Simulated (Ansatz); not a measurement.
A structure relaxed at r2SCAN-D4/def2-SVP in Ansatz, charge 1, singlet:

```csv
atom,x (Å),y (Å),z (Å)
C1,-0.343,-2.852,3.016
C2,0.272,-2.407,1.695
C3,-0.393,-1.143,1.139
C4,0.226,-0.756,-0.192
N5,-0.231,0.571,-0.769
C6,-1.723,0.640,-0.829
C7,0.345,0.738,-2.181
C8,0.735,2.201,-2.276
C9,1.320,2.455,-0.888
C10,0.326,1.762,0.035
H11,-0.245,-2.072,3.787
H12,0.152,-3.758,3.394
H13,-1.415,-3.081,2.903
H14,1.353,-2.222,1.825
H15,0.188,-3.219,0.950
H16,-0.286,-0.325,1.874
H17,-1.474,-1.329,1.024
H18,0.002,-1.513,-0.962
H19,1.322,-0.679,-0.110
H20,-2.103,-0.258,-1.334
H21,-2.010,1.537,-1.391
H22,-2.127,0.697,0.188
H23,1.233,0.092,-2.241
H24,-0.400,0.385,-2.908
H25,-0.145,2.840,-2.463
H26,1.448,2.375,-3.094
H27,2.320,1.997,-0.803
H28,1.423,3.520,-0.636
H29,-0.524,2.415,0.277
H30,0.753,1.387,0.973
```

**Question.** Give its formula, name or SMILES.

**Answer.** N-butyl-N-methylpyrrolidinium (C9H20N⁺).

**Question.** Summarise the bond lengths by kind (pairs closer than 1.2 times the sum of covalent radii, bridged metal pairs left out).

**Answer.** 6 × C–C 1.52 to 1.53 Å; 4 × C–N 1.49 to 1.54 Å; 20 × C–H 1.10 to 1.11 Å.
